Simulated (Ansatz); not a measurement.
Ansatz (a first-principles code) input (MP2/STO-3G):

Ansatz 0.2 input:
```yaml
crystal:
  periodic: [false, false, false]
  atoms:
    - {symbol: Si, position_ang: [-1.58994500, 0.17812800, -0.03070300]}
    - {symbol: Ge, position_ang: [0.64894400, -0.03240300, 0.01452400]}
    - {symbol: H, position_ang: [-1.76202300, -1.34954100, -0.11051400]}
    - {symbol: H, position_ang: [1.60346700, -1.27847000, -0.02336700]}
    - {symbol: H, position_ang: [1.65157100, 1.17111300, 0.09894700]}
basis:
  gaussian:
    orbitals: STO-3G
total_charge: -1
magnetization: {spin_polarized: false}
correlation: {method: mp2, electrons: outside_noble_gas}
```

Output:

```
Functional definition: HF
integrals: 0.00 GiB planned
313 factors; integrals over basis functions are off by at most 1.3e-5 eV
mean field: 0.08 GiB planned
mean field evaluation 1: about -63642.4282 eV, gradient 7.1e0 eV
mean field evaluation 2: about -63642.4457 eV, gradient 7.1e0 eV
mean field evaluation 4: about -63642.7668 eV, gradient 1.3e0 eV
mean field evaluation 8: about -63642.7776 eV, gradient 2.3e-3 eV
mean field -63642.77760329 eV, -2338.8289382967 hartree, gradient 2.1e-6 eV, S^2 0.000000; 0 other end points of the search recorded, 0 dependent functions left out; unrestricted orbitals would lower it
19 core orbitals not correlated, not the lowest: weight in the atoms' cores, before any rotation towards them, 0.801 or more for the frozen orbitals, at most 0.192 for the correlated occupied ones
reference -63642.77760329 eV, -2338.8289382967 hartree; 6, 6 occupied and 5, 5 virtual orbitals, 313 factors
second order -2.25699336 eV of doubles, -0.00000000 eV of singles
Total energy: -63645.03459665 eV, -2338.9118812729 hartree
```

The dipole moment of an ion depends on the origin.

The geometry given is a B3LYP-D3(BJ)/def2-TZVP minimum.
